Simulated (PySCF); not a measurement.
PySCF input (BP86/def2-SVP):

```python
from pyscf import gto, dft

mol = gto.M(
    atom='''
    O     1.72672300   -0.86871500   -0.67641100
    C     1.18174900    0.10347800   -0.25439100
    C    -0.31702500    0.12818000    0.11483300
    F    -0.44622200    0.46472800    1.41214200
    F    -0.91571300   -1.03781800   -0.08897600
    F    -0.93666200    1.07162700   -0.61928200
    H     1.68524700    1.07293500   -0.08631900
    ''',
    basis='def2-svp',
    charge=0,
    spin=0,
    verbose=4,
)

mf = dft.RKS(mol, xc='bp86')
mf.grids.level = 3
mf.conv_tol = 1e-9
mf.max_cycle = 100
mf.max_memory = 1500
mf.kernel()
if not mf.converged:
    mf = mf.newton()
    mf.kernel(mf.make_rdm1())
mf.dip_moment()
```

From the output:

```
Set gradient conv threshold to 3.16228e-05
Initial guess from minao.
tot grids = 94912
init E= -451.970865526266
  HOMO = -0.316036007031284  LUMO = -0.138970606074843  gap/eV = 4.81819
cycle= 1 E= -450.945502705151  delta_E= 1.03  |g|= 1.19  |ddm|= 2.95
  HOMO = -0.129109167535113  LUMO = -0.0237591400335  gap/eV = 2.86672
cycle= 2 E= -449.289221966203  delta_E= 1.66  |g|= 3.15  |ddm|= 3.72
  HOMO = -0.257608591917775  LUMO = -0.104342632784156  gap/eV = 4.17058
cycle= 3 E= -451.175187243912  delta_E= -1.89  |g|= 0.386  |ddm|= 3.12
  HOMO = -0.238609702510898  LUMO = -0.1084252792743  gap/eV = 3.54250
cycle= 4 E= -451.191102133991  delta_E= -0.0159  |g|= 0.261  |ddm|= 0.458
  HOMO = -0.257299562724369  LUMO = -0.121019652755746  gap/eV = 3.70837
cycle= 5 E= -451.203644953878  delta_E= -0.0125  |g|= 0.0356  |ddm|= 0.189
  HOMO = -0.251893542661035  LUMO = -0.115451379523175  gap/eV = 3.71278
cycle= 6 E= -451.203931839094  delta_E= -0.000287  |g|= 0.00785  |ddm|= 0.0391
  HOMO = -0.252589804688172  LUMO = -0.116051349187104  gap/eV = 3.71540
cycle= 7 E= -451.203944650105  delta_E= -1.28e-05  |g|= 0.00207  |ddm|= 0.00785
  HOMO = -0.252631440912608  LUMO = -0.116006740951475  gap/eV = 3.71775
cycle= 8 E= -451.203945316351  delta_E= -6.66e-07  |g|= 0.000945  |ddm|= 0.00177
  HOMO = -0.252632766232786  LUMO = -0.115998596349245  gap/eV = 3.71801
cycle= 9 E= -451.203945439596  delta_E= -1.23e-07  |g|= 0.000203  |ddm|= 0.0007
  HOMO = -0.252650753212603  LUMO = -0.116017837338631  gap/eV = 3.71797
cycle= 10 E= -451.203945474321  delta_E= -3.47e-08  |g|= 4.03e-05  |ddm|= 0.000224
  HOMO = -0.252647364224532  LUMO = -0.116013647600433  gap/eV = 3.71799
cycle= 11 E= -451.203945474684  delta_E= -3.63e-10  |g|= 4.76e-06  |ddm|= 4.92e-05
  HOMO = -0.252647342934559  LUMO = -0.116014073819853  gap/eV = 3.71798
Extra cycle  E= -451.20394547468  delta_E= 4.32e-12  |g|= 5.21e-06  |ddm|= 8.73e-06
converged SCF energy = -451.20394547468
Dipole moment(X, Y, Z, Debye):  0.38030,  1.33326,  0.30651
```

The geometry given is a B3LYP-D3(BJ)/def2-TZVP minimum.
